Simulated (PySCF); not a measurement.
# Calculated NMR parameters of CP([SiH3])C(F)=C(F)F

```
Formula                               : C3H6F3PSi
SMILES                                : CP([SiH3])C(F)=C(F)F
Point group of the computed structure : C1
Carbon signals                        : 3
Proton signals                        : 2
```

Bonds (- single, = double, # triple, : aromatic): C1-P2 1.850 Å, P2-Si3 2.257 Å, P2-C4 1.824 Å, C4-F5 1.351 Å, C4=C6 1.328 Å, C6-F7 1.328 Å, C6-F8 1.326 Å. C1 carries H9, H10, H11; Si3 carries H12, H13, H14.

[PySCF 2.14: shielding tensors at PBE0/pcSseg-1 (GIAO); geometry from GFN2-xTB; fast rotation and ring inversion assumed for equivalent nuclei; non-relativistic; a single conformation; isolated molecule]

References, each an isolated molecule treated in the same way: TMS for $^{1}$H (σ = 31.72 ppm), $^{13}$C (σ = 186.93 ppm), $^{29}$Si (σ = 349.16 ppm); CFCl3 for $^{19}$F (σ = 170.95 ppm); $^{31}$P (σ = 318.38 ppm) against H3PO4.

| carbon | δC, type | δH (multiplicity) | HMBC from (2–3 bonds) | span of the C tensor (ppm) |
| --- | --- | --- | --- | --- |
| C1 | 4.6, CH3 | 1.47 (m) | H12/H13/H14 | 18 |
| C4 | 134.3, C | – | H12/H13/H14, H9/H10/H11 | 64 |
| C6 | 169.1, C | – | – | 113 |

Other nuclei:
| atoms | nucleus | environment | δ (ppm) | σ (ppm) |
| --- | --- | --- | --- | --- |
| H12/H13/H14 | $^{1}$H | hydrogen on a silicon bonded to P | 4.05 | 27.67 |
| F8 | $^{19}$F | vinylic fluorine | -86.1 | 257.0 |
| F7 | $^{19}$F | vinylic fluorine | -110.0 | 280.9 |
| F5 | $^{19}$F | vinylic fluorine | -201.9 | 372.8 |
| P2 | $^{31}$P | phosphorus bonded to 2 C, Si | -149.1 | 467.5 |
| Si3 | $^{29}$Si | silicon bonded to P, 3 H | -74.4 | 423.5 |

δC 169.1, 134.3: fully substituted alkene carbon. δC 4.6: methyl carbon bonded to P. δH 4.05: hydrogen on a silicon bonded to P. δH 1.47: hydrogen on a methyl carbon bonded to P.

Splittings by $^{19}$F and $^{31}$P in the carbon and heteronuclear signals aren't shown, as no couplings were computed. Shifts are as computed. Against solution values, carbons near 30 ppm lie about +3 ppm off and those near 130 ppm about +5 ppm. Of 1211 compounds with measured shifts, 218 miss one by over three times the rms of a fit or turn the order of signals round; such compounds aren't used in these exercises. Unscaled 19F shifts against computed CFCl3 carry errors that often reach 10 to 50 ppm. Experimental scales use liquid or dissolved standards, which lie at an offset from isolated H3PO4. No couplings were computed; multiplicities are counted from neighbouring protons, with m where these are inequivalent, close in shift, in a saturated or five-membered ring or joined by F or P, and br s for small geminal =CH2 splittings.
